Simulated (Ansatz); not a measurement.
`CO[Si](F)(F)F` + NH₃ → `CO[Si](N)(F)F` + H–F at 500 K and 1 bar (ligand exchange at the Si–F bond).

Program: Ansatz. Geometries: PBE0-D4/def2-TZVP. ΔE: electronic, gas phase. CCSD(T)/CBS adds triple-zeta CCSD(T) − MP2 to the extrapolated MP2 energy (def2 sets, frozen cores). This one scheme is used for every species. One conformer a species, not always the lowest.

| species | CCSD(T)/CBS energy (Eh) | H − E (kJ/mol) | S (J/(mol·K)) |
| --- | --- | --- | --- |
| `CO[Si](F)(F)F` | -703.74509 | 183.3 | 420.7 |
| NH₃ | -56.50880 | 108.2 | 211.8 |
| `CO[Si](N)(F)F` | -659.82910 | 250.9 | 446.3 |
| H–F | -100.39570 | 39.4 | 188.7 |

H − E and S are ideal-gas, rigid-rotor, harmonic terms from PBE0-D4/def2-TZVP, for one conformer and one mirror image of each species. 1 Eh = 2625.50 kJ/mol, R = 8.31446 J/(mol·K).

By hand: ΔE, ΔH, ΔS and ΔG.

ΔE = (-659.82910) + (-100.39570) − (-703.74509) − (-56.50880) = 0.02909 Eh = 76.4 kJ/mol. Δ(H − E) = 250.9 + 39.4 − 183.3 − 108.2 = -1.2, so ΔH = 75.2 kJ/mol. ΔS = 446.3 + 188.7 − 420.7 − 211.8 = 2.5 J/(mol·K). ΔG = 75.2 − 500 × (2.5)/1000 = 74.0 kJ/mol.

By hand: the equilibrium constant, and the temperature at which ΔG would vanish if ΔH and ΔS stayed fixed.

log₁₀ K = −ΔG/(RT ln 10) = -7.7. ΔG = 0 at ΔH/ΔS = 30080 K, far beyond where these terms or the molecules hold.

The number of gas molecules stays the same, so ΔS is small and ΔH decides. A doubt of 5 kJ/mol in ΔE shifts log₁₀ K by 0.5 here. Other conformers and mirror images would add mixing entropy, several J/(mol·K) or more a flexible species. Modes under 60 cm⁻¹, often nearly free rotors, make the harmonic entropy too high. These are equilibria of isolated gas molecules and say nothing of rates. Largest T1 diagnostic: 0.011 (customary marks: 0.02 for closed shells, 0.045 for open ones).
